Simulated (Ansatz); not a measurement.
This geometry of a periodic cell of 17 atoms, Ta16C (host Ta, host structure bcc, interstitial C) is a first-order saddle point.

Level of theory: DFT PBE-D3(BJ), scalar-relativistic, plane waves, PAW (Ansatz 0.2.0). Settings: cutoff 420 eV, k mesh 3x3x3, gaussian smearing 0.05 eV, no spin polarisation.

```xyz
17
Lattice="6.6200 0.0000 0.0000 0.0000 6.6200 0.0000 0.0000 0.0000 6.6200" Properties=species:S:1:pos:R:3
Ta -0.020 -0.006 -0.003
Ta 3.354 0.140 -0.002
Ta -0.021 3.266 -0.003
Ta -0.078 0.004 3.308
Ta 1.628 1.630 1.657
Ta 3.354 3.120 -0.002
Ta 3.291 -0.021 3.307
Ta 4.998 1.630 1.682
Ta -0.078 3.256 3.308
Ta 1.565 4.940 1.817
Ta 1.628 1.630 4.958
Ta 3.291 3.281 3.307
Ta 4.940 4.940 1.671
Ta 4.997 1.630 4.933
Ta 1.565 4.940 4.799
Ta 4.939 4.940 4.944
C 2.461 4.940 -0.002
```

Problem. Which two structures does it join? (They come from a converged band through this point; their orientation in space is the band's.)

Solution. The atom that moves furthest is C17, by 1.61 Å; four of its nearest neighbours are Ta6 1.97, Ta2 1.97, Ta10 2.26, Ta15 2.26 Å at the first end and Ta15 1.97, Ta10 1.97, Ta3 2.26, Ta6 2.26 Å at the last.

Image 0:

```xyz
17
Lattice="6.6200 0.0000 0.0000 0.0000 6.6200 0.0000 0.0000 0.0000 6.6200" Properties=species:S:1:pos:R:3
Ta -0.047 0.008 -0.003
Ta 3.263 0.316 -0.003
Ta -0.047 3.297 -0.003
Ta -0.047 -0.073 3.307
Ta 1.524 1.652 1.735
Ta 3.263 2.990 -0.003
Ta 3.263 0.008 3.307
Ta 5.001 1.653 1.736
Ta -0.047 3.378 3.307
Ta 1.662 4.963 1.597
Ta 1.524 1.653 4.879
Ta 3.263 3.297 3.307
Ta 4.864 4.963 1.597
Ta 5.002 1.653 4.878
Ta 1.662 4.963 5.016
Ta 4.863 4.963 5.017
C 3.263 4.963 -0.003
```

Image 8:

```xyz
17
Lattice="6.6200 0.0000 0.0000 0.0000 6.6200 0.0000 0.0000 0.0000 6.6200" Properties=species:S:1:pos:R:3
Ta 0.056 -0.101 -0.002
Ta 3.257 -0.102 -0.002
Ta 0.056 3.317 -0.002
Ta -0.082 0.036 3.308
Ta 1.656 1.608 1.664
Ta 3.257 3.317 -0.002
Ta 3.395 0.036 3.308
Ta 4.966 1.608 1.583
Ta -0.082 3.179 3.308
Ta 1.657 4.918 1.971
Ta 1.656 1.608 4.952
Ta 3.395 3.179 3.308
Ta 4.967 4.917 1.664
Ta 4.967 1.608 5.033
Ta 1.656 4.918 4.645
Ta 4.966 4.917 4.952
C 1.657 4.918 -0.002
```

Problem. How far does it lie above each of them?

Solution. 0.98 eV above the first and 0.98 eV above the second. This is the barrier of this one path; another mechanism may lie lower. Limits of this set-up: coarse k mesh, a small cell, in which the defect meets its images, a typed lattice constant that wasn't relaxed here.

Run time: 12 min on 4 threads of Intel(R) Xeon(R) 6975P-C (Granite Rapids), on a shared host, peak memory 3.8 GiB.
